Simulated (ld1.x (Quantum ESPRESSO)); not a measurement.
Cutoff test, In, ultrasoft

ld1.x (Quantum ESPRESSO) 7.5 input, shortened:

```
&input
   title='In', zed=49., rel=1, dft='PBE', iswitch=3,
   config='[Kr] 4d10 5s2 5p1'
 /
 &inputp
   pseudotype=3, tm=.true., lloc=-1, rcloc=2.20,
   nlcc=.false.,
   which_augfun='PSQ', rmatch_augfun=1.85
 /
4
5S  1  0   2.00   0.00  1.90  2.25  0.0
5S  1  0   0.00   0.15  1.90  2.25  0.0
5P  2  1   1.00   0.00  1.85  2.50  0.0
5P  2  1   0.00   1.30  1.85  2.50  0.0
 &test
   configts(1)='5s2 5p1'
 /
```

The pseudo-atom Hamiltonian at the reference potential is diagonalised in spherical Bessel functions j_l(qr) that vanish at 20 bohr, with q² up to the cutoff. All-electron valence levels (Ry): 5s -0.6035, 5p -0.1851.

Question: How do the lowest levels (Ry) of each channel move with the cutoff, and are there ghosts?

Answer:

```json
{"cutoff (Ry)": "8", "s #1": "-0.6033", "s #2": "-0.0269", "p #1": "-0.1851", "p #2": "0.0238", "d #1": "0.0355", "d #2": "0.1061", "f #1": "0.0989", "f #2": "0.2198", "Σ f·Δε (mRy)": "0.5"}
{"cutoff (Ry)": "10", "s #1": "-0.6034", "s #2": "-0.0269", "p #1": "-0.1851", "p #2": "0.0238", "d #1": "0.0350", "d #2": "0.1047", "f #1": "0.0989", "f #2": "0.2198", "Σ f·Δε (mRy)": "0.4"}
{"cutoff (Ry)": "12", "s #1": "-0.6034", "s #2": "-0.0269", "p #1": "-0.1851", "p #2": "0.0238", "d #1": "0.0347", "d #2": "0.1038", "f #1": "0.0989", "f #2": "0.2198", "Σ f·Δε (mRy)": "0.3"}
{"cutoff (Ry)": "400", "s #1": "-0.6035", "s #2": "-0.0269", "p #1": "-0.1851", "p #2": "0.0238", "d #1": "0.0344", "d #2": "0.1031", "f #1": "0.0989", "f #2": "0.2198", "Σ f·Δε (mRy)": "0.0"}
```

Result: no extra level below or beside the all-electron valence levels (s, p, d, f tested); 10 mRy is reached at 6 Ry and 1 mRy at 8 Ry.
